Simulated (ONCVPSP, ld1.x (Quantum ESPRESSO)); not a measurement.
Hardness and transferability of assorted potentials

Generated with ld1.x 7.5 (TM, RRKJ, ultrasoft, PAW), atompaw 4.2 or ONCVPSP 4.0.1. The cutoff is in Ry: for ld1.x and atompaw files where the sum of valence levels is converged to 10 mRy in a Bessel basis, for ONCV files where the hardest occupied wave has 1 mHa per electron of residual kinetic energy. The error is the largest all-electron minus pseudo excitation energy over each file’s own four to seven test configurations (ionisations up to +4, promotions, holes and added fractions of an electron), all of which were solved. The labels leave out finer settings (local radius, basis sizes, second energies), which also bear on the numbers. Spin-polarised tests are not counted. The rows are a selection from randomly drawn settings: files with unsolved tests, undetermined cutoffs or missed reference levels are left out.

A true bound ghost makes a file unfit for plane-wave use even where its test errors are small: the radial tests pick states by their node count and pass the ghost by.

```tsv
element	potential	cutoff (Ry)	largest error (meV)	bound ghosts
Cl	TM, LDA (PZ), non-relativistic, rc 0.90/1.45 (sp), local s, core correction yes, reference 3s2 3p5	110	+140	none
Se	ONCV, LDA (Perdew-Zunger), scalar-relativistic, rc 1.25/1.85/0.85 (spd), local d, core correction no, reference 3d10 4s2 4p4, qcut 4.2/5.2/21.3, projectors 2/2/0	322	-631	s, p
Zr	ONCV, BLYP, fully relativistic, rc 1.90/2.25/2.90 (spd), local smoothed, core correction yes, reference 4s2 4p6 4d2 5s1 5p1, qcut 5.2/6.2/4.6, projectors 2/2/2	22	-5.6	none
Cs	ONCV, LDA (Perdew-Wang 92), scalar-relativistic, rc 3.10/2.90/2.90 (spd), local d, core correction yes, reference 5s2 5p6 6s1, qcut 4.2/4.1/3.3, projectors 2/2/0	10	-173	none
Ba	ONCV, PW91, fully relativistic, rc 2.80/2.65/2.50 (spd), local smoothed, core correction yes, reference 5s2 5p6 6s2, qcut 4/6.1/3.4, projectors 2/2/2	18	-3.5	none
```

(1) Fill in the row for Sr: ONCV, PBE, scalar-relativistic, rc 2.15/1.95/1.80 (spd), local smoothed, core correction yes, reference 4s2 4p6 5s2, qcut 5.2/6.7/5.2, projectors 2/1/1.

(2) Fill in the row for B: ONCV, LDA (Perdew-Wang 92), scalar-relativistic, rc 1.20/2.80/2.75 (spd), local smoothed, core correction no, reference 2s2 2p1, qcut 5.3/4/3, projectors 3/2/2.

(3) Fill in the row for Br: ONCV, PBE, scalar-relativistic, rc 1.45/1.50/1.10/1.45 (spdf), local smoothed, core correction yes, reference 3d10 4s2 4p4.5, qcut 3.8/4.8/12/7.6, projectors 3/2/2/2.

## Answers

(1) cutoff 25 Ry, largest error +27 meV, bound ghosts: none.

(2) cutoff 23 Ry, largest error +321 meV, bound ghosts: s.

(3) cutoff 171 Ry, largest error +6.7 meV, bound ghosts: s.
